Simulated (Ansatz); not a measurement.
Be2Cl4⁺, that is (ClBe-mu-Cl)2 with one electron fewer. Total charge 1; doublet. Geometry PBE0-D4/def2-SVP, that of the neutral singlet.

```xyz
6

Be   -1.1791   -0.4829    0.3223
Cl   -2.8271   -1.1571    0.7698
Cl   -0.5117    1.4331    0.2750
Be    1.1794    0.4828   -0.3215
Cl    2.8260    1.1573   -0.7733
Cl    0.5125   -1.4333   -0.2723
```

**Question.** Estimate the α-spin orbital energies around the gap (eV) in Ansatz with PBE-D4/def2-TZVP, r2SCAN-D4/def2-TZVP, PBE0-D4/def2-TZVP.

**Answer.** 
```csv
orbital,PBE-D4/def2-TZVP,r2SCAN-D4/def2-TZVP,PBE0-D4/def2-TZVP
HOMO−5,-14.44,-14.92,-16.04
HOMO−4,-13.91,-14.40,-15.47
HOMO−3,-13.88,-14.27,-15.29
HOMO−2,-13.72,-14.14,-15.26
HOMO−1,-13.62,-13.99,-15.05
HOMO,-13.53,-13.95,-15.04
LUMO,-6.16,-5.69,-5.26
LUMO+1,-6.07,-5.60,-5.17
LUMO+2,-5.44,-4.85,-4.69
LUMO+3,-4.86,-4.39,-3.84
LUMO+4,-4.62,-4.06,-3.69
LUMO+5,-3.41,-2.66,-2.81
β HOMO,-13.32,-13.48,-13.78
β LUMO,-13.11,-13.26,-12.88
```
